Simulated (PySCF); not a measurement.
C4H10N, SMILES [CH2]CNCC, multiplicity 2. Atoms are numbered in the order given.

```xyz
15

C     -2.1786     0.3764     0.4336
C     -1.3081    -0.7342    -0.0562
N     -0.0070    -0.3393    -0.5831
C      0.9631     0.0963     0.4084
C      2.2835     0.4769    -0.2493
H     -1.7419     1.2813     0.8656
H     -3.2643     0.2572     0.4871
H     -1.8487    -1.3070    -0.8336
H     -1.1222    -1.4734     0.7535
H     -0.1324     0.3877    -1.2882
H      1.1263    -0.7427     1.1090
H      0.6097     0.9462     1.0359
H      3.0366     0.7564     0.5037
H      2.1547     1.3392    -0.9257
H      2.6724    -0.3628    -0.8457
```
Charge 0, spin multiplicity 2.

Geometry: B3LYP-D3(BJ)/def2-SVP. The isomer is the one that the SMILES or the coordinates give; other isomers of the formula were not compared. Other conformers were not sampled.

Level of theory: ωB97X/def2-TZVP in PySCF.

Computed frontier levels, dipole moment and polarisability:
```json
{
 "α spin, highest occupied and lowest empty level": "-8.23 and 3.31 eV",
 "β spin, highest occupied and lowest empty level": "-8.84 and 0.61 eV",
 "dipole_moment": "0.74 D",
 "quadrupole, principal values (traceless, Buckingham form, about the centre of nuclear charge)": "-3.64, 1.15, 2.49 D·Å",
 "mean_static_polarisability": "58.2 bohr³ (8.63 Å³)",
 "polarisability_principal_values": "51.5, 54.9, 68.3 bohr³",
 "⟨S²⟩": "0.755 (pure state 0.75)"
}
```
